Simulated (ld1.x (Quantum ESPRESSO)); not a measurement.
An all-electron radial function and its pseudo partner (lithium)

Columns: radius, all-electron u(r) and pseudo u(r) of the 2p shell (level -1.04 eV) of lithium in the configuration [He] 2s1 2p0; Wu–Cohen, non-relativistic, TM semilocal scheme, ld1.x (Quantum ESPRESSO) 7.5.

```
r (bohr)  all-electron  pseudo
   0.210        0.0149  0.0060
   0.420        0.0463  0.0236
   0.630        0.0837  0.0515
   0.840        0.1224  0.0876
   1.050        0.1600  0.1293
   1.260        0.1960  0.1738
   1.470        0.2298  0.2181
   1.680        0.2611  0.2599
   1.890        0.2915  0.2972
   2.100        0.3200  0.3292
   2.310        0.3454  0.3556
   2.520        0.3676  0.3769
   2.730        0.3866  0.3938
   2.940        0.4024  0.4072
   3.150        0.4151  0.4177
   3.360        0.4247  0.4258
   3.570        0.4313  0.4316
   3.780        0.4350  0.4350
   3.990        0.4358  0.4358
   4.200        0.4339  0.4339
   4.410        0.4294  0.4294
   4.620        0.4228  0.4228
   4.830        0.4143  0.4143
   5.040        0.4044  0.4044
   5.250        0.3936  0.3936
   5.460        0.3821  0.3821
```

(1) How many radial nodes do the two functions have?

(2) At about which radius was the pseudo-wave matched?

(3) Is the pseudo-wave norm-conserving?

Results:

(1) The all-electron 2p function has n − l − 1 = 0; the pseudo-wave has 0.

(2) 4.20 bohr. The columns agree to 0.0005 from 3.57 bohr on; several derivatives are matched, so the curves merge somewhat inside the radius.

(3) Yes: the TM semilocal scheme keeps the norm inside the radius equal to the all-electron one, which fixes the energy derivative of the logarithmic derivative at the level.
